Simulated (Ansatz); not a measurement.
Reaction (germylene formation by 1,1-elimination): `[OH][GeH2][GeH2][F]` → `[GeH2]` + `[OH][GeH2][F]`

Program: Ansatz. Geometries: PBE0-D4/def2-TZVP. ΔE: electronic, gas phase. CCSD(T)/CBS is the MP2 limit (def2-TZVPP, def2-QZVPP) plus CCSD(T) − MP2 in def2-TZVPP, frozen cores. DFT in def2-TZVPP. For Ge outer-core shells are correlated without core-valence functions, which leaves a few kJ/mol of doubt a bond. Scalar relativity is left out up to krypton. One conformer a species, not always the lowest.

`[OH][GeH2][GeH2][F]`:

Z-matrix (Å, degrees):
```
Ge
Ge 1 2.439
O 1 1.789 2 107.9
H 1 1.533 2 112.2 3 -114.7
H 1 1.542 2 110.8 3 120.4
F 2 1.752 1 106.6 3 -169.9
H 2 1.540 1 113.2 3 -54.2
H 2 1.538 1 114.6 3 73.6
H 3 0.960 1 112.7 2 79.7
```

`[GeH2]`:

Cartesian coordinates in Å:
```
Ge -0.448 0.455 -0.389
H -0.641 -0.943 0.353
H 1.089 0.488 0.035
```

`[OH][GeH2][F]`:

```xyz
6

O    -0.248    0.413   -1.290
Ge    0.194   -0.287    0.263
F     0.677    1.014    1.309
H    -1.037    0.960   -1.254
H    -1.005   -0.940    0.965
H     1.419   -1.160    0.007
```

```csv
species,B2PLYP energy (Eh)
`[OH][GeH2][GeH2][F]`,-4331.37851
`[GeH2]`,-2077.77148
`[OH][GeH2][F]`,-2253.54631
```

Q: Work out ΔE.

A: ΔE = (-2077.77148) + (-2253.54631) − (-4331.37851) = 0.06072 Eh = +159.4 kJ/mol. CCSD(T)/CBS gives +166.2 kJ/mol.

Largest T1 diagnostic among the species: 0.012.

The D4 term adds +10.7 kJ/mol with B3LYP and +5.9 kJ/mol with PBE0; it sums over pairs of atoms, weighted by their polarisabilities, and B3LYP, whose exchange is more repulsive, gets the larger term. In def2-TZVPP, CCSD(T) changes the Hartree–Fock value by +33.2 kJ/mol (the triples alone add +4.7 kJ/mol) and MP2 by +46.3 kJ/mol.

B3LYP here is the variant with VWN-RPA as its local correlation; programs differ in this.
